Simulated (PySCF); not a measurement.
Species: C2H12BNSi2.
Geometry (GFN2-xTB, Å), atoms numbered from 1 in this order:
```xyz
18
C2H12BNSi2 angstrom
C     -0.846   -1.282    0.279
B     -1.171    0.167   -0.280
C     -2.614    0.506   -0.849
N     -0.169    1.147   -0.274
Si     1.487    1.061    0.281
Si     2.650   -0.639   -0.762
H     -1.740   -1.866    0.488
H     -0.252   -1.247    1.190
H     -0.263   -1.843   -0.451
H     -2.980   -0.279   -1.508
H     -3.334    0.579   -0.034
H     -2.656    1.445   -1.398
H     -0.442    2.048   -0.638
H      1.998    2.409   -0.018
H      1.459    0.950    1.751
H      4.041   -0.246   -1.026
H      2.093   -1.034   -2.063
H      2.731   -1.870    0.033
```

The closed-shell SCF was solved with PySCF and density fitting under several settings on one GFN2-xTB geometry (grid level 2 and gas phase unless stated).

| settings | basis functions | SCF cycles | E (Eh) | HOMO (eV) | LUMO (eV) | dipole (D) |
| --- | --- | --- | --- | --- | --- | --- |
| PBE0/pcSseg-1 | 176 | 12 | -741.6000 | -7.78 | -0.30 | 0.83 |
| wB97X-D/def2-SVPD | 224 | 12 | -741.7483 | -9.59 | 1.34 | 0.73 |
| PBE/6-311G**, fitting basis def2-qzvpp-jkfit | 196 | 10 | -741.6029 | -6.50 | -1.12 | 0.85 |
| WP04/pcSseg-1, level shift 0.1 Eh | 176 | 10 | -752.9229 | -8.85 | -1.89 | 0.81 |

Estimate the rows for these settings: (1) B97-2/pcSseg-1; (2) PBE/IGLO-II; (3) OLYP/STO-3G.

| settings | basis functions | SCF cycles | E (Eh) | HOMO (eV) | LUMO (eV) | dipole (D) |
| --- | --- | --- | --- | --- | --- | --- |
| B97-2/pcSseg-1 | 176 | 12 | -742.0203 | -7.53 | -0.28 | 0.82 |
| PBE/IGLO-II | 230 | 14 | -741.5688 | -6.53 | -1.12 | 0.81 |
| OLYP/STO-3G | 50 | 13 | -733.4275 | -3.79 | 3.37 | 1.82 |

Over all rows, what range does the HOMO–LUMO gap span?

From 5.38 eV (PBE/6-311G**, fitting basis def2-qzvpp-jkfit) to 10.93 eV (wB97X-D/def2-SVPD). The functional of the narrowest has no exact exchange, that of the widest range-separated exact exchange.

And the dipole moment?

From 0.73 D (wB97X-D/def2-SVPD) to 1.82 D (OLYP/STO-3G); the largest is 2.49 times the smallest, and the median is 0.82 D.

Compare two rows with the functional PBE: PBE/6-311G**, fitting basis def2-qzvpp-jkfit and PBE/IGLO-II. Which energy is lower, and by how much?

PBE/6-311G**, fitting basis def2-qzvpp-jkfit (196 functions) lies 0.0341 Eh or 21 kcal/mol below PBE/IGLO-II (230 functions). The smaller set gives the lower energy; the two sets aren't nested, so the variational bound doesn't order them by size.

wB97X-D ran without the empirical dispersion term, which would shift the total energy alone. Cycle counts include a coarse-grid stage where the run had one. All basis functions are spherical, in the Pople sets too. WP04 was designed for NMR shieldings or shifts; total energies of different functionals aren't comparable.

One conformer stands for the species.
